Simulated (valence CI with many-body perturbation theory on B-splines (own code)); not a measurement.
## Lu⁶³⁺: electric-dipole lines

Computed by valence CI with perturbative core correlation (CI+MBPT): six valence electrons over a frozen Dirac-Fock core [He], radial functions for each j: 9 s, 9 p, 8 d, 6 f, 3 g, 1 h, with the one-electron correlation potential Σ1 (screened to all orders), the two-electron term Σ2, the three-electron term Σ3, Breit, model QED; selected single and double excitations, second order for the rest, scaled by the run's own slope (own B-spline code, finite nucleus).

The last digits are not significant, and no measured levels were compared; by estimate large intervals hold to a few tenths of a per cent, small ones and those within an open d or f shell to about a per cent. Among the levels kept, up to 2200 cm⁻¹ of a level comes from second order outside the variational space, and about a tenth of that is noise between levels of different J, which matters for small intervals.

Lines 151 to 197 of 197 in falling wavelength, among levels below 9623.8 eV, chosen from the strongest by gf and those to the six lowest levels. Wavelengths and rates use the calculated energies. Electric multipoles are in the length gauge with retardation, E1 and E2 with the static RPA response of the core. Weak lines are less certain than strong ones. Lines between different terms over intervals too small for the method are left out, as are lines whose strength nearly cancels. The highest levels of a list are the least certain.

Levels are named by their leading jj configuration (3d3/2^4 stands for four electrons in 3d with j = 3/2), which in mixed levels can hold well under half, so a name can repeat and another be missing. Letters in brackets count levels of one name in rising energy.

| λ vac (nm) | Upper | Lower | A (s⁻¹) | S (a.u.) |
| --- | --- | --- | --- | --- |
| 0.1565 | (2s^2 2p1/2 2p3/2^2 3s) J=2 [a] | (2s^2 2p1/2 2p3/2^3) J=1 | 2.49e+13 | 2.36e-04 |
| 0.1564 | (2s^2 2p1/2 2p3/2^2 3p3/2) J=1 [a] | (2s 2p1/2^2 2p3/2^3) J=1 | 1.32e+13 | 7.47e-05 |
| 0.1564 | (2s 2p1/2^2 2p3/2^2 3s) J=0 | (2s 2p1/2^2 2p3/2^3) J=1 | 9.06e+13 | 1.71e-04 |
| 0.1563 | (2s^2 2p1/2 2p3/2^2 3s) J=3 | (2s^2 2p1/2 2p3/2^3) J=2 | 3.16e+13 | 4.17e-04 |
| 0.1562 | (2s^2 2p1/2 2p3/2^2 3s) J=1 [a] | (2s^2 2p1/2 2p3/2^3) J=1 | 1.59e+14 | 8.96e-04 |
| 0.1562 | (2s^2 2p1/2 2p3/2^2 3s) J=2 [b] | (2s^2 2p1/2 2p3/2^3) J=2 | 1.67e+14 | 1.57e-03 |
| 0.1561 | (2s^2 2p1/2^2 2p3/2 3s) J=2 | (2s^2 2p1/2^2 2p3/2^2) J=2 | 9.18e+13 | 8.63e-04 |
| 0.1560 | (2s^2 2p1/2^2 2p3/2 3s) J=1 | (2s^2 2p1/2^2 2p3/2^2) J=2 | 1.53e+14 | 8.59e-04 |
| 0.1558 | (2s^2 2p1/2 2p3/2^2 3s) J=2 [b] | (2s^2 2p1/2 2p3/2^3) J=1 | 2.36e+13 | 2.20e-04 |
| 0.1556 | (2s^2 2p1/2 2p3/2^2 3p3/2) J=1 [b] | (2s 2p1/2^2 2p3/2^3) J=1 | 1.20e+13 | 6.69e-05 |
| 0.1556 | (2s 2p1/2^2 2p3/2^2 3s) J=1 [a] | (2s 2p1/2^2 2p3/2^3) J=2 | 6.72e+13 | 3.75e-04 |
| 0.1555 | (2s 2p1/2^2 2p3/2^2 3s) J=1 [b] | (2s 2p1/2^2 2p3/2^3) J=2 | 4.15e+13 | 2.31e-04 |
| 0.1555 | (2s^2 2p1/2 2p3/2^2 3p3/2) J=2 [b] | (2s 2p1/2^2 2p3/2^3) J=1 | 1.15e+10 | 1.07e-07 |
| 0.1554 | (2s 2p1/2^2 2p3/2^2 3s) J=2 [b] | (2s 2p1/2^2 2p3/2^3) J=2 | 2.80e+11 | 2.60e-06 |
| 0.1553 | (2s^2 2p1/2 2p3/2^2 3s) J=1 [b] | (2s^2 2p1/2 2p3/2^3) J=2 | 7.83e+13 | 4.34e-04 |
| 0.1552 | (2s^2 2p1/2 2p3/2^2 3p3/2) J=3 [a] | (2s 2p1/2^2 2p3/2^3) J=2 | 4.17e+11 | 5.38e-06 |
| 0.1551 | (2s^2 2p1/2 2p3/2^2 3p3/2) J=2 [c] | (2s 2p1/2^2 2p3/2^3) J=1 | 1.84e+11 | 1.69e-06 |
| 0.1551 | (2s^2 2p1/2 2p3/2^2 3p3/2) J=1 [c] | (2s 2p1/2^2 2p3/2^3) J=1 | 9.82e+09 | 5.42e-08 |
| 0.1550 | (2s^2 2p1/2 2p3/2^2 3p3/2) J=2 [a] | (2s 2p1/2^2 2p3/2^3) J=2 | 8.19e+12 | 7.53e-05 |
| 0.1550 | (2s^2 2p1/2 2p3/2^2 3s) J=0 | (2s^2 2p1/2 2p3/2^3) J=1 | 9.60e+13 | 1.76e-04 |
| 0.1549 | (2s^2 2p1/2 2p3/2^2 3s) J=1 [b] | (2s^2 2p1/2 2p3/2^3) J=1 | 1.56e+13 | 8.62e-05 |
| 0.1549 | (2s^2 2p1/2 2p3/2^2 3p3/2) J=1 [a] | (2s 2p1/2^2 2p3/2^3) J=2 | 5.77e+12 | 3.17e-05 |
| 0.1548 | (2s^2 2p1/2 2p3/2^2 3p3/2) J=3 [b] | (2s 2p1/2^2 2p3/2^3) J=2 | 3.55e+11 | 4.54e-06 |
| 0.1541 | (2s^2 2p1/2 2p3/2^2 3p3/2) J=1 [b] | (2s 2p1/2^2 2p3/2^3) J=2 | 2.42e+11 | 1.31e-06 |
| 0.1539 | (2s^2 2p1/2 2p3/2^2 3p3/2) J=2 [b] | (2s 2p1/2^2 2p3/2^3) J=2 | 4.62e+11 | 4.16e-06 |
| 0.1536 | (2s^2 2p1/2 2p3/2^2 3p3/2) J=2 [c] | (2s 2p1/2^2 2p3/2^3) J=2 | 5.08e+08 | 4.54e-09 |
| 0.1535 | (2s^2 2p1/2 2p3/2^2 3p3/2) J=1 [c] | (2s 2p1/2^2 2p3/2^3) J=2 | 3.16e+12 | 1.69e-05 |
| 0.1484 | (2s 2p1/2^2 2p3/2^2 3p1/2) J=2 | (2s^2 2p1/2 2p3/2^3) J=2 | 1.24e+11 | 9.99e-07 |
| 0.1484 | (2s 2p1/2^2 2p3/2^2 3p1/2) J=3 | (2s^2 2p1/2 2p3/2^3) J=2 | 3.16e+10 | 3.56e-07 |
| 0.1481 | (2s 2p1/2^2 2p3/2^2 3p1/2) J=2 | (2s^2 2p1/2 2p3/2^3) J=1 | 4.68e+11 | 3.75e-06 |
| 0.1466 | (2s^2 2p1/2^2 2p3/2 3d3/2) J=1 | (2s^2 2p1/2^2 2p3/2^2) J=0 | 1.08e+14 | 5.06e-04 |
| 0.1459 | (2s^2 2p1/2^2 2p3/2 3d3/2) J=2 | (2s^2 2p1/2^2 2p3/2^2) J=2 | 1.08e+14 | 8.24e-04 |
| 0.1457 | (2s^2 2p1/2^2 2p3/2 3d3/2) J=3 | (2s^2 2p1/2^2 2p3/2^2) J=2 | 1.97e+13 | 2.11e-04 |
| 0.1457 | (2s^2 2p1/2^2 2p3/2 3d3/2) J=1 | (2s^2 2p1/2^2 2p3/2^2) J=2 | 2.27e+14 | 1.04e-03 |
| 0.1447 | (2s^2 2p1/2^2 2p3/2 3d5/2) J=1 | (2s^2 2p1/2^2 2p3/2^2) J=0 | 1.18e+15 | 5.30e-03 |
| 0.1442 | (2s^2 2p1/2^2 2p3/2 3d5/2) J=2 | (2s^2 2p1/2^2 2p3/2^2) J=2 | 8.62e+14 | 6.38e-03 |
| 0.1440 | (2s^2 2p1/2^2 2p3/2 3d5/2) J=3 | (2s^2 2p1/2^2 2p3/2^2) J=2 | 1.92e+15 | 1.98e-02 |
| 0.1438 | (2s^2 2p1/2^2 2p3/2 3d5/2) J=1 | (2s^2 2p1/2^2 2p3/2^2) J=2 | 1.02e+14 | 4.49e-04 |
| 0.1372 | (2s^2 2p1/2 2p3/2^2 3s) J=1 [a] | (2s^2 2p1/2^2 2p3/2^2) J=0 | 2.29e+11 | 8.77e-07 |
| 0.1365 | (2s^2 2p1/2 2p3/2^2 3s) J=2 [a] | (2s^2 2p1/2^2 2p3/2^2) J=2 | 2.01e+13 | 1.26e-04 |
| 0.1364 | (2s^2 2p1/2 2p3/2^2 3s) J=1 [a] | (2s^2 2p1/2^2 2p3/2^2) J=2 | 4.20e+13 | 1.58e-04 |
| 0.1362 | (2s^2 2p1/2 2p3/2^2 3s) J=1 [b] | (2s^2 2p1/2^2 2p3/2^2) J=0 | 3.83e+13 | 1.43e-04 |
| 0.1362 | (2s^2 2p1/2 2p3/2^2 3s) J=3 | (2s^2 2p1/2^2 2p3/2^2) J=2 | 3.50e+13 | 3.06e-04 |
| 0.1361 | (2s^2 2p1/2 2p3/2^2 3s) J=2 [b] | (2s^2 2p1/2^2 2p3/2^2) J=2 | 1.92e+13 | 1.19e-04 |
| 0.1354 | (2s^2 2p1/2 2p3/2^2 3s) J=1 [b] | (2s^2 2p1/2^2 2p3/2^2) J=2 | 2.67e+11 | 9.80e-07 |
| 0.1301 | (2s 2p1/2^2 2p3/2^2 3p1/2) J=2 | (2s^2 2p1/2^2 2p3/2^2) J=2 | 1.84e+14 | 1.00e-03 |
| 0.1301 | (2s 2p1/2^2 2p3/2^2 3p1/2) J=3 | (2s^2 2p1/2^2 2p3/2^2) J=2 | 4.61e+14 | 3.51e-03 |
